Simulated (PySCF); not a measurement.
hydrogen telluride (H2Te), SMILES [TeH2].

Geometry: PBE-D3(BJ)/def2-TZVPD. The def2 effective core potentials stand for the cores of Te; spin–orbit coupling is left out.

All values below come from PBE/def2-TZVPD (PySCF).

Symmetry labels are those of the subgroup C2v that the program uses (full group C2v).

**Question.** List the valence orbital energies around the gap with their symmetry. (An estimate is asked for; the answer gives what the named calculation found.)

**Answer.** 
| orbital | symmetry | energy (eV) |
|---|---|---|
| HOMO−7 | A1 | -41.02 |
| HOMO−6 | A2 | -40.80 |
| HOMO−5 | B1 | -40.72 |
| HOMO−4 | A1 | -40.69 |
| HOMO−3 | A1 | -16.14 |
| HOMO−2 | B2 | -9.53 |
| HOMO−1 | A1 | -8.35 |
| HOMO | B1 | -5.54 |
| LUMO | B2 | -1.67 |
| LUMO+1 | A1 | -1.11 |
| LUMO+2 | B2 | 0.43 |
| LUMO+3 | A1 | 0.47 |
